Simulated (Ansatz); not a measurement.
HI₃OTi, SMILES `[OH][Ti]([I])([I])[I]`. Charge 0, multiplicity 1. I: def2 effective core potential. The structure was optimised at the PBE0-D4/def2-TZVP level. It is one conformer, not always the lowest.

```xyz
6

O    -0.755   -0.853   -0.876
Ti    0.224    0.136    0.161
I     0.041    2.567   -0.575
I    -0.621   -0.061    2.556
I     2.656   -0.619    0.042
H    -1.547   -1.170   -1.308
```

Problem. What is the dipole moment at PBE/def2-TZVPP? (Best estimate.)

Solution. Ansatz gave: 2.31 D, with components (-1.73, -0.98, -1.18) D in this frame, pointing from negative to positive charge.

Problem. And with r2SCAN, B3LYP, ωB97M-V? (Best estimate.)

Solution. Ansatz gave: r2SCAN 2.40 D, B3LYP 2.34 D, ωB97M-V 2.54 D.

Problem. Give the Mulliken charges with PBE, r2SCAN, B3LYP in def2-TZVPP. (Best estimate.)

Solution. Computed: 
```json
{"atom": "O1", "PBE": "-0.43", "r2SCAN": "-0.48", "B3LYP": "-0.49"}
{"atom": "Ti2", "PBE": "0.38", "r2SCAN": "0.50", "B3LYP": "0.51"}
{"atom": "I3", "PBE": "-0.05", "r2SCAN": "-0.08", "B3LYP": "-0.07"}
{"atom": "I4", "PBE": "-0.05", "r2SCAN": "-0.08", "B3LYP": "-0.07"}
{"atom": "I5", "PBE": "-0.06", "r2SCAN": "-0.08", "B3LYP": "-0.08"}
{"atom": "H6", "PBE": "0.21", "r2SCAN": "0.22", "B3LYP": "0.21"}
```

B3LYP here is the variant with VWN-RPA as its local correlation; programs differ in this.
